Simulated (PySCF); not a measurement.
Computed IR spectrum (relative IR intensity) of a molecule C2H9ClSi3. Geometry: PBE-D3(BJ)/def2-SVP. One conformer was computed; it need not be the lowest. Computed with PBE-D3(BJ)/def2-SVP (PySCF 2.14.0). Frequencies are harmonic and unscaled.

Lines under 2 % of the strongest are left out, and lines within 2 cm⁻¹ are merged.

```
ν (cm⁻¹)  relative intensity
--------  ------------------
326                      4.3
468                      5.3
522                      6.6
529                       38
617                       26
635                       14
663                       16
690                       27
696                       95
729                       64
798                       55
806                       31
898                       84
903                       26
982                       13
1370                     4.6
1381                     2.6
2141                     100
2146                      54
2156                      74
2163                      63
2982                     8.3
2984                     6.7
3038                     5.8
3048                     3.6
```

**Question.** Which structure fits?
(A) [SiH3][SiH2]/C([SiH3])=C/Cl
(B) [SiH3][Si@H]1C[Si@H](Cl)C1
(C) Cl[SiH2][Si@H]1CC[SiH2]1
(D) [SiH3][Si@]1(Cl)CC[SiH2]1

**Answer.** C, Cl[SiH2][Si@H]1CC[SiH2]1
